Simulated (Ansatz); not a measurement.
Compare A (`B/C=C1\O[SiH2]1`) with its isomer B (`BC1=C[SiH2]O1`).

Gas-phase electronic energies from Ansatz, PBE0-D4/def2-TZVP geometries. CBS: MP2 limit from def2 TZ/QZ plus the TZ coupled-cluster correction, frozen cores. DFT in def2-TZVPP.

(1) Which isomer does CCSD(T)/CBS put lower? Give the gap. (An estimate is asked.)

(2) Give E(B) − E(A) in kcal/mol with r2SCAN-D4, MP2/def2-TZVPP, HF/def2-TZVPP, LDA (SPW92), PBE0-D4, PBE-D4, B2PLYP. (An estimate is asked.)

(3) Does the order hold for the free energy at 298.15 K (harmonic terms from PBE0-D4)? (Best estimate.)

Largest T1 diagnostic: 0.016.

## Answers

(1) Computed: B, by 16.1 kcal/mol.

(2) Computed: r2SCAN-D4 -11.9, MP2/def2-TZVPP -15.2, HF/def2-TZVPP -19.2, LDA (SPW92) -11.8, PBE0-D4 -13.7, PBE-D4 -10.6, B2PLYP -13.6. None reverses the order clearly.

(3) Ansatz gave: Yes: G(B) − G(A) = -16.1 kcal/mol.

Leaving LDA and LC-ωPBE aside and taking each functional with its dispersion term where it has one, the values, not all of them listed here, spread over 6.0 kcal/mol, from BHLYP-D4 to BLYP-D4. LDA lies −1.4 kcal/mol from PBE without D4. From BLYP to BHLYP (50 % exact exchange), in def2-TZVPP and without D4, E(B) − E(A) moves by −6.2 kcal/mol.
